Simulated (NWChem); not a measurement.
Everything below was run with NWChem. System: CH5Si, charge 0, spin multiplicity 2, displaced from the optimised geometry. The structure started from a generated list of species. Its SCF solution wasn't tested for a lower state. Level: UBLYP/def2-TZVP.

Job file:

```
start mol
memory heap 200 mb stack 900 mb global 1100 mb
geometry units angstroms nocenter noautoz
  C     -0.157093     1.223984     0.000000
  Si     0.173332    -0.678319     0.000000
  H      0.289380     1.709043     0.909581
  H      0.289380     1.709043    -0.909581
  H     -1.263538     1.434683     0.000000
  H     -0.399657    -1.350102     1.245829
  H     -0.399657    -1.350102    -1.245829
  symmetry group Cs
end
basis spherical
  * library def2-tzvp
end
dft
  xc becke88 lyp
  odft
  mult 2
  semidirect memsize 60000000 filesize 0
  iterations 100
  grid coarse
end
task dft gradient
```

NWChem printed:

```
             Northwest Computational Chemistry Package (NWChem) 7.3.0
             --------------------------------------------------------

                                NWChem Input Module
                                -------------------

 Scaling coordinates for geometry "geometry" by  1.889725989
 (inverse scale =  0.529177249)

 Turning off AUTOSYM since
 SYMMETRY directive was detected!

                             Geometry "geometry" -> ""
                             -------------------------

 Output coordinates in angstroms (scale by  1.889725989 to convert to a.u.)

  No.       Tag          Charge          X              Y              Z
 ---- ---------------- ---------- -------------- -------------- --------------
    1 C                    6.0000    -0.15709300     1.22398400     0.00000000
    2 Si                  14.0000     0.17333200    -0.67831900     0.00000000
    3 H                    1.0000     0.28938000     1.70904300     0.90958100
    4 H                    1.0000     0.28938000     1.70904300    -0.90958100
    5 H                    1.0000    -1.26353800     1.43468300     0.00000000
    6 H                    1.0000    -0.39965700    -1.35010200     1.24582900
    7 H                    1.0000    -0.39965700    -1.35010200    -1.24582900

 Effective nuclear repulsion energy (a.u.)      54.1350451506

            Nuclear Dipole moment (a.u.)
            ----------------------------
        X                 Y               Z
 ---------------- ---------------- ----------------
    -0.0000037795     0.0000056692     0.0000000000

      Symmetry information
      --------------------

 Group name             Cs
 Group number              2
 Group order               2
 No. of unique centers     5

      Symmetry unique atoms

     1    2    3    5    6


 Summary of "ao basis" -> "" (spherical)
 ------------------------------------------------------------------------------
       Tag                 Description            Shells   Functions and Types
 ---------------- ------------------------------  ------  ---------------------
 *                         def2-tzvp                  on all atoms

                                 NWChem DFT Module
                                 -----------------

 Summary of "ao basis" -> "ao basis" (spherical)
 ------------------------------------------------------------------------------
       Tag                 Description            Shells   Functions and Types
 ---------------- ------------------------------  ------  ---------------------
 C                         def2-tzvp                11       31   5s3p2d1f
 Si                        def2-tzvp                13       37   5s5p2d1f
 H                         def2-tzvp                 4        6   3s1p

 Summary of "ao basis" -> "ao basis" (spherical)
 ------------------------------------------------------------------------------
       Tag                 Description            Shells   Functions and Types
 ---------------- ------------------------------  ------  ---------------------
 C                         def2-tzvp                11       31   5s3p2d1f
 Si                        def2-tzvp                13       37   5s5p2d1f
 H                         def2-tzvp                 4        6   3s1p

      Symmetry analysis of basis
      --------------------------

        a'         63
        a"         35

            General Information
            -------------------
          SCF calculation type: DFT
[...]
   alpha     51     52     53     54     55     56     57     58     59     60
    beta     51     52     53     54     55     56     57     58     59     60
 overlap   0.891  0.984  0.975  0.998  0.977  0.998  1.000  1.000  0.999  1.000

   alpha     61     62     63     64     65     66     67     68     69     70
    beta     61     62     63     65     64     66     68     67     69     70
 overlap   0.999  0.994  0.995  0.999  0.998  0.977  0.977  1.000  1.000  1.000

   alpha     71     72     73     74     75     76     77     78     79     80
    beta     71     72     73     74     75     76     77     78     79     80
 overlap   0.999  0.999  0.999  0.989  0.988  1.000  1.000  1.000  1.000  1.000

   alpha     81     82     83     84     85     86     87     88     89     90
    beta     81     82     83     84     85     86     87     88     89     90
 overlap   1.000  1.000  1.000  1.000  1.000  1.000  1.000  1.000  1.000  1.000

   alpha     91     92     93     94     95     96     97     98
    beta     91     92     93     94     95     96     97     98
 overlap   1.000  1.000  1.000  1.000  1.000  1.000  1.000  1.000

     --------------------------
     Expectation value of S2:
     --------------------------
      <S2> =      0.7516 (Exact =     0.7500)

 center of mass
 --------------
 x =   0.06164507 y =  -0.08899813 z =   0.00000000

 moments of inertia (a.u.)
 ------------------
         168.491407540892          18.819720477598           0.000000000000
          18.819720477598          28.513630453739           0.000000000000
           0.000000000000           0.000000000000         162.750724712043

     Multipole analysis of the density
     ---------------------------------

     L   x y z        total         alpha         beta         nuclear
     -   - - -        -----         -----         ----         -------
     0   0 0 0     -0.000000    -13.000000    -12.000000     25.000000

     1   1 0 0     -0.030444     -0.574113      0.543672     -0.000004
     1   0 1 0      0.330579      0.854855     -0.524281      0.000006
     1   0 0 1      0.000000      0.000000      0.000000      0.000000

     2   2 0 0    -17.077221    -15.984767    -10.563438      9.470985
     2   1 1 0      0.004384      5.620392      3.469539     -9.085547
     2   1 0 1      0.000000     -0.000000      0.000000      0.000000
     2   0 2 0    -17.203099    -58.933116    -54.602930     96.332947
     2   0 1 1     -0.000000     -0.000000     -0.000000      0.000000
     2   0 0 2    -16.995281    -17.896235    -16.093223     16.994177

            General Information
            -------------------
          SCF calculation type: DFT
          Wavefunction type:  spin polarized.
          No. of atoms     :     7
          No. of electrons :    25
           Alpha electrons :    13
            Beta electrons :    12
          Charge           :     0
          Spin multiplicity:     2
          Use of symmetry is: on ; symmetry adaption is: on
          Maximum number of iterations: 100
          AO basis - number of functions:    98
                     number of shells:    44
          Convergence on energy requested:  1.00D-06
          Convergence on density requested:  1.00D-05
          Convergence on gradient requested:  5.00D-04

              XC Information
              --------------
                    Becke 1988 Exchange Functional  1.000
              Lee-Yang-Parr Correlation Functional  1.000

             Grid Information
             ----------------
          Grid used for XC integration:  coarse
          Radial quadrature: Mura-Knowles
          Angular quadrature: Lebedev.
          Tag              B.-S. Rad. Rad. Pts. Rad. Cut. Ang. Pts.
          ---              ---------- --------- --------- ---------
          C                   0.70       35           9.0       302
          Si                  1.10       70           9.0       302
          H                   0.35       35          10.0       302
          Grid pruning is: on
          Number of quadrature shells:   210
          Spatial weights used:  Erf1

          Convergence Information
          -----------------------
          Convergence aids based upon iterative change in
          total energy or number of iterations.
          Levelshifting, if invoked, occurs when the
          HOMO/LUMO gap drops below (HL_TOL):  1.00D-02
          DIIS, if invoked, will attempt to extrapolate
          using up to (NFOCK): 10 stored Fock matrices.

                    Damping( 0%)  Levelshifting(0.5)       DIIS
                  --------------- ------------------- ---------------
          dE  on:    start            ASAP                start
          dE off:    2 iters        100 iters           100 iters

      Screening Tolerance Information
      -------------------------------
          Density screening/tol_rho:  1.00D-10
          AO Gaussian exp screening on grid/accAOfunc:  14
          CD Gaussian exp screening on grid/accCDfunc:  20
          XC Gaussian exp screening on grid/accXCfunc:  20
          Schwarz screening/accCoul:  1.00D-08

                            NWChem DFT Gradient Module
                            --------------------------

  charge          =   0.00
  wavefunction    = open shell

  Using symmetry

                         DFT ENERGY GRADIENTS

    atom               coordinates                        gradient
                 x          y          z           x          y          z
   1 C      -0.296863   2.312994   0.000000    0.001195  -0.005886   0.000000
   2 Si      0.327550  -1.281837   0.000000    0.007177  -0.001599   0.000000
   3 H       0.546849   3.229623   1.718859    0.006019   0.006688   0.012164
   4 H       0.546849   3.229623  -1.718859    0.006019   0.006688  -0.012164
   5 H      -2.387741   2.711158   0.000000   -0.014432   0.002721   0.000000
   6 H      -0.755242  -2.551323   2.354275   -0.002989  -0.004306   0.007706
   7 H      -0.755242  -2.551323  -2.354275   -0.002989  -0.004306  -0.007706

                 ----------------------------------------
                 |  Time  |  1-e(secs)   |  2-e(secs)   |
                 ----------------------------------------
                 |  CPU   |       0.01   |       8.88   |
                 ----------------------------------------
                 |  WALL  |       0.01   |       8.88   |
                 ----------------------------------------

 Task  times  cpu:       14.6s     wall:       14.6s

 Total times  cpu:       14.6s     wall:       14.6s
```
